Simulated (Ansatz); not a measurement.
Input for Ansatz (a first-principles code): R-wB97X-V/def2-TZVPPD on AsH7OSi (a complex), monomers drawn apart or pushed together. Files ending in .json are basis or fitting sets from the Basis Set Exchange.

Ansatz 0.2 input:
```yaml
crystal:
  periodic: [false, false, false]
  atoms:
    - {symbol: As, position_ang: [-0.37087047, -0.12669010, -0.24454212]}
    - {symbol: H, position_ang: [-1.82746168, -0.18720242, -0.67450692]}
    - {symbol: H, position_ang: [0.14982197, -0.50947290, -1.62037825]}
    - {symbol: H, position_ang: [-0.25696793, 1.36491626, -0.51510325]}
    - {symbol: O, position_ang: [1.28610706, -1.52745429, 4.92679351]}
    - {symbol: Si, position_ang: [1.16320817, -0.26884241, 5.98343501]}
    - {symbol: H, position_ang: [1.02715610, -1.35942799, 4.01129801]}
    - {symbol: H, position_ang: [2.04818291, 0.86264311, 5.60480713]}
    - {symbol: H, position_ang: [1.56827923, -0.79230557, 7.30370234]}
    - {symbol: H, position_ang: [-0.22500620, 0.25512093, 6.05974844]}
basis:
  gaussian:
    orbitals: def2-TZVPPD.json
hamiltonian:
  xc: {name: wB97X-V}
scf: {lower_state_search: off}
```

The head of its log:

```
Functional definition: wB97X-V
[...]
these checks for a lower state are left out or cut short: stability, starts, cluster_reference, orbital_swaps, neighbouring_geometries, increment
integrals: 0.25 GiB planned
1337 factors; their error is unknown
integrals: 0.28 GiB planned
379 factors; integrals over basis functions are off by at most 3.1e-5 eV
mean field: 1.57 GiB planned
mean field evaluation 1: about -70870.6226 eV, gradient 4.7e1 eV
mean field evaluation 2: about -70869.6773 eV, gradient 5.4e1 eV
```

Question: Give the final energy of this run.

Answer: -2604.5822 hartree.
